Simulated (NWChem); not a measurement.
System: BeH2S; SMILES [BeH][SH]

NWChem input:

```
start job
memory heap 200 mb stack 900 mb global 1100 mb
geometry units angstroms noautosym nocenter noautoz
  Be     0.103550    -1.305173     0.000000
  H      0.068015    -2.638136     0.000000
  S      0.162858     0.609725     0.000000
  H     -1.188377     0.702393     0.000000
end
basis spherical
  * library def2-svpd
end
dft
  xc xpbe96 cpbe96
  iterations 150
end
property
  response 1 0.0
end
task dft property
```

Excerpt of the output:

```
             Northwest Computational Chemistry Package (NWChem) 7.3.0
             --------------------------------------------------------

                             Geometry "geometry" -> ""
                             -------------------------

 Output coordinates in angstroms (scale by  1.889725989 to convert to a.u.)

  No.       Tag          Charge          X              Y              Z
 ---- ---------------- ---------- -------------- -------------- --------------
    1 Be                   4.0000     0.10355000    -1.30517300     0.00000000
    2 H                    1.0000     0.06801500    -2.63813600     0.00000000
    3 S                   16.0000     0.16285800     0.60972500     0.00000000
    4 H                    1.0000    -1.18837700     0.70239300     0.00000000

 Effective nuclear repulsion energy (a.u.)      29.1571809557

  pbe96 is a nonlocal functional; adding pw91lda local functional.
                              NWChem Property Module
                              ----------------------

                                 NWChem DFT Module
                                 -----------------

 Summary of "ao basis" -> "ao basis" (spherical)
 ------------------------------------------------------------------------------
       Tag                 Description            Shells   Functions and Types
 ---------------- ------------------------------  ------  ---------------------
 Be                        def2-svpd                 6       12   3s3p
 H                         def2-svpd                 4        8   2s2p
 S                         def2-svpd                11       27   5s4p2d

            General Information
            -------------------
          SCF calculation type: DFT
          Wavefunction type:  closed shell.
          No. of atoms     :     4
          No. of electrons :    22
           Alpha electrons :    11
            Beta electrons :    11
          Charge           :     0
          Spin multiplicity:     1
          Use of symmetry is: off; symmetry adaption is: off
          Maximum number of iterations: 150
          AO basis - number of functions:    55
                     number of shells:    25
          Convergence on energy requested:  1.00D-06
          Convergence on density requested:  1.00D-05
          Convergence on gradient requested:  5.00D-04

              XC Information
              --------------
          PerdewBurkeErnzerhof Exchange Functional  1.000
            Perdew 1991 LDA Correlation Functional  1.000 local
           PerdewBurkeErnz. Correlation Functional  1.000 non-local

             Grid Information
             ----------------
          Grid used for XC integration:  medium
          Radial quadrature: Mura-Knowles
          Angular quadrature: Lebedev.
          Tag              B.-S. Rad. Rad. Pts. Rad. Cut. Ang. Pts.
          ---              ---------- --------- --------- ---------
          Be                  1.05       49          12.0       434
          H                   0.35       45          12.0       434
          S                   1.00       88          12.0       590
          Grid pruning is: on
          Number of quadrature shells:   227
          Spatial weights used:  Erf1

      Superposition of Atomic Density Guess
      -------------------------------------

 Sum of atomic energies:        -412.90397609

      Non-variational initial energy
      ------------------------------

 Total energy =    -413.307957
 1-e energy   =    -626.686073
 2-e energy   =     184.220936
 HOMO         =      -0.346534
 LUMO         =       0.025799

   convergence    iter        energy       DeltaE   RMS-Dens  Diis-err
 ---------------- ----- ----------------- --------- --------- ---------
 d= 0,ls=0.0,diis     1   -413.7832994655 -4.43D+02  1.91D-02  2.15D-01
 d= 0,ls=0.0,diis     2   -413.7773652753  5.93D-03  1.14D-02  1.84D-01
 d= 0,ls=0.0,diis     3   -413.8071997515 -2.98D-02  3.74D-03  3.58D-02
 d= 0,ls=0.0,diis     4   -413.8137837678 -6.58D-03  6.00D-04  5.87D-04
 d= 0,ls=0.0,diis     5   -413.8138853097 -1.02D-04  1.83D-04  5.76D-05
  Resetting Diis
 d= 0,ls=0.0,diis     6   -413.8138960148 -1.07D-05  5.92D-05  4.52D-06
 d= 0,ls=0.0,diis     7   -413.8138970205 -1.01D-06  2.20D-05  2.30D-07
 d= 0,ls=0.0,diis     8   -413.8138970077  1.28D-08  1.30D-05  3.07D-07
 d= 0,ls=0.0,diis     9   -413.8138970611 -5.33D-08  1.40D-06  4.71D-09

         Total DFT energy =     -413.813897061068
      One electron energy =     -628.131392807519
           Coulomb energy =      214.194977756458
    Exchange-Corr. energy =      -29.034662965691
 Nuclear repulsion energy =       29.157180955685

 Numeric. integr. density =       22.000002459280

                       DFT Final Molecular Orbital Analysis
                       ------------------------------------

 Vector    9  Occ=2.000000D+00  E=-3.118986D-01
              MO Center=  9.2D-02, -4.4D-01, -1.2D-10, r^2= 3.3D+00
   Bfn.  Coefficient  Atom+Function         Bfn.  Coefficient  Atom+Function
  ----- ------------  ---------------      ----- ------------  ---------------
    33     -0.368877  3 S  py                 2      0.356025  1 Be s
    30     -0.288823  3 S  py                13      0.233723  2 H  s
    25      0.233624  3 S  s                 23     -0.217602  3 S  s
     3     -0.198158  1 Be s                  1     -0.191720  1 Be s
    27     -0.168582  3 S  py                32     -0.155887  3 S  px

 Vector   10  Occ=2.000000D+00  E=-2.863208D-01
              MO Center=  1.2D-01, -1.4D+00, -1.5D-10, r^2= 3.2D+00
   Bfn.  Coefficient  Atom+Function         Bfn.  Coefficient  Atom+Function
  ----- ------------  ---------------      ----- ------------  ---------------
     5      0.412768  1 Be py                13      0.362844  2 H  s
    30      0.260200  3 S  py                 2      0.257538  1 Be s
    33      0.250734  3 S  py                24      0.163913  3 S  s
    27      0.146890  3 S  py                 8     -0.140422  1 Be py
    19     -0.099296  2 H  py                 3      0.083070  1 Be s

 Vector   11  Occ=2.000000D+00  E=-2.471596D-01
              MO Center=  1.1D-01,  4.2D-01,  1.2D-09, r^2= 1.8D+00
   Bfn.  Coefficient  Atom+Function         Bfn.  Coefficient  Atom+Function
  ----- ------------  ---------------      ----- ------------  ---------------
    34      0.571569  3 S  pz                31      0.433801  3 S  pz
    28      0.246651  3 S  pz                 6     -0.160305  1 Be pz
    37      0.092694  3 S  pz                44     -0.034347  3 S  d -1

 Vector   12  Occ=0.000000D+00  E=-6.766256D-02
              MO Center=  1.4D-01, -1.1D+00, -2.3D-11, r^2= 3.8D+00
   Bfn.  Coefficient  Atom+Function         Bfn.  Coefficient  Atom+Function
  ----- ------------  ---------------      ----- ------------  ---------------
     4      0.555875  1 Be px                 7     -0.299391  1 Be px
    48     -0.209359  4 H  s                 10     -0.208205  1 Be px
    49     -0.150777  4 H  s                 24      0.112770  3 S  s
    23      0.111067  3 S  s                 43      0.095330  3 S  d -2
    35      0.092993  3 S  px                38      0.080889  3 S  d -2

 Vector   13  Occ=0.000000D+00  E=-4.750957D-02
              MO Center=  1.1D-01, -1.2D+00, -1.5D-09, r^2= 4.3D+00
   Bfn.  Coefficient  Atom+Function         Bfn.  Coefficient  Atom+Function
  ----- ------------  ---------------      ----- ------------  ---------------
     6      0.550581  1 Be pz                12     -0.330771  1 Be pz
     9     -0.313607  1 Be pz                34      0.274412  3 S  pz
    37      0.220867  3 S  pz                31      0.176038  3 S  pz
    28      0.093595  3 S  pz                44      0.082974  3 S  d -1
    20     -0.071701  2 H  pz                39      0.065953  3 S  d -1

 Vector   14  Occ=0.000000D+00  E=-2.981060D-02
              MO Center= -7.6D-01,  1.4D-01,  9.2D-10, r^2= 6.0D+00
   Bfn.  Coefficient  Atom+Function         Bfn.  Coefficient  Atom+Function
  ----- ------------  ---------------      ----- ------------  ---------------
     3      0.734503  1 Be s                 14     -0.415055  2 H  s
    25      0.340570  3 S  s                 11      0.326410  1 Be py
    23     -0.316757  3 S  s                 24     -0.293211  3 S  s
    32      0.241920  3 S  px                53     -0.215356  4 H  px
    29      0.212054  3 S  px                22      0.178746  3 S  s

     Multipole analysis of the density
     ---------------------------------

     L   x y z        total         alpha         beta         nuclear
     -   - - -        -----         -----         ----         -------
     0   0 0 0     -0.000000    -11.000000    -11.000000     22.000000

     1   1 0 0     -0.263563     -1.926611     -1.926611      3.589659
     1   0 1 0     -0.002970     -2.457340     -2.457340      4.911710
     1   0 0 1     -0.000000     -0.000000     -0.000000      0.000000

[...]

 DFT Linear Response polarizability / au
 Frequency  =       0.0000000 / au
              X              Y              Z
 -----------------------------------------------
 X      36.6126307     -0.2444148      0.0000000
 Y      -0.2444521     49.1210914      0.0000000
 Z       0.0000000      0.0000000     37.4709469
 -----------------------------------------------
 Eigenvalues =      36.6078567     49.1258655     37.4709469
 Isotropic   =      41.0682230
 Anisotropic =      12.1095540
 -----------------------------------------------

 Magnetic Dipole Response Matrix (nonzero elements):

 Exiting AOResponse driver routine
```

Level: PBE/def2-SVPD. All runs use the structure optimised with PBE0/def2-SVP.
